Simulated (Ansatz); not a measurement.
Relaxation of BBrH4O (7 atoms, charge 0, multiplicity 1), to a largest force component of 0.03 eV/Å in at most 50 steps.

All numbers below come from RKS PBE0-D4/def2-SVP in Ansatz 0.2.0.

```xyz
7
Properties=species:S:1:pos:R:3
B 0.039 0.466 -0.384
O -0.045 -0.218 2.118
H -0.999 -0.289 2.238
H 1.108 -0.038 -0.587
H -1.039 -0.014 -0.600
Br 0.055 2.412 0.086
H 0.130 0.738 2.268
```

Task: Where does it end, and by what steps?

Result: The run converged. The force dipped under the threshold on the way, but the program's further checks kept it going. After 11 steps the energy has fallen by 0.658 eV; H3 moved furthest, 0.58 Å. Joined: B1–O2 (2.59 → 1.63 Å).

```json
{"step": "0", "energy less start (eV)": "0.0000", "largest force component (eV/Å)": "1.090", "accepted": "yes"}
{"step": "1", "energy less start (eV)": "-0.1507", "largest force component (eV/Å)": "1.206", "accepted": "yes"}
{"step": "2", "energy less start (eV)": "-0.3965", "largest force component (eV/Å)": "1.302", "accepted": "yes"}
{"step": "3", "energy less start (eV)": "-0.5765", "largest force component (eV/Å)": "0.778", "accepted": "yes"}
{"step": "4", "energy less start (eV)": "-0.6146", "largest force component (eV/Å)": "0.848", "accepted": "yes"}
{"step": "5", "energy less start (eV)": "-0.6385", "largest force component (eV/Å)": "0.115", "accepted": "yes"}
{"step": "6", "energy less start (eV)": "-0.6503", "largest force component (eV/Å)": "0.085", "accepted": "yes"}
{"step": "7", "energy less start (eV)": "-0.6563", "largest force component (eV/Å)": "0.052", "accepted": "yes"}
{"step": "8", "energy less start (eV)": "-0.6271", "largest force component (eV/Å)": "0.985", "accepted": "no"}
{"step": "9", "energy less start (eV)": "-0.6577", "largest force component (eV/Å)": "0.013", "accepted": "yes"}
{"step": "10", "energy less start (eV)": "-0.6577", "largest force component (eV/Å)": "0.110", "accepted": "no"}
{"step": "11", "energy less start (eV)": "-0.6580", "largest force component (eV/Å)": "0.018", "accepted": "yes"}
```

```xyz
7
Properties=species:S:1:pos:R:3
B -0.018 0.359 0.056
O -0.155 -0.117 1.612
H -1.014 0.206 1.933
H 1.099 0.024 -0.259
H -0.959 -0.161 -0.497
Br -0.212 2.360 0.177
H 0.507 0.384 2.118
```

Whether the end is a true minimum wasn't checked by a vibrational analysis.

The run took 19 s on 2 threads of Arm Neoverse V1 (shared host), peak memory 0.16 GiB.
